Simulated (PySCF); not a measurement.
# Electron correlation in Zn³⁺ (zinc, charge +3)

[Ar] 3d9, 2D determinant. Calculation: PySCF 2.14, in ANO-RCC-VTZP (6s5p3d2f1g, 59 functions); scalar relativity by spin-free X2C-1e. Frozen: [Ar]; 9 electrons correlated.

```json
{"level": "CCSD", "correlation energy (mhartree)": "-304.58"}
{"level": "(T)", "correlation energy (mhartree)": "-4.58"}
{"level": "CCSD(T)", "correlation energy (mhartree)": "-309.16"}
```

Diagnostics: T1 = 0.0048, D1 = 0.0072, largest double amplitude 0.016.

Problem. Is a single reference adequate?

Solution. Yes: T1 lies below 0.03 and no double amplitude reaches 0.07.
